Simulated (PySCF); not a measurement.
Exercise with solution: oscillator strength and radiative lifetime

triflic acid (CHF₃O₃S), SMILES FC(F)(S(O)(=O)=O)F.

Geometry: B3LYP-D3(BJ)/def2-SVP. One conformer was computed; it need not be the lowest.

PySCF with TDA-M06-2X/def2-SVPD puts the first singlet state with f over 0.02 at 8.72 eV (vertical), with the transition dipole (-0.243, 0.174, 0.071) in atomic units.

Question: Find the oscillator strength, the wavelength and the radiative lifetime that this transition would have in vacuum if emission retraced absorption.

Answer: 
|μ|² = 0.0944 au, so |μ| = 0.78 D. ΔE = 8.72/27.211 = 0.3205 hartree. f = (2/3) ΔE |μ|² = 0.020 (the program prints 0.020).
λ = 1239.84/8.72 = 142 nm; ν = 70332 cm⁻¹.
Einstein's coefficient A = 0.6670 ν² f s⁻¹ (ν in cm⁻¹) = 6.7e7 s⁻¹, so τ = 1/A = 15 ns. This state is S3; the lower singlets have f = 0.005, 0.008. The figure is the radiative limit of this one transition; relaxation, internal conversion, crossing to triplets and a medium change what is measured.
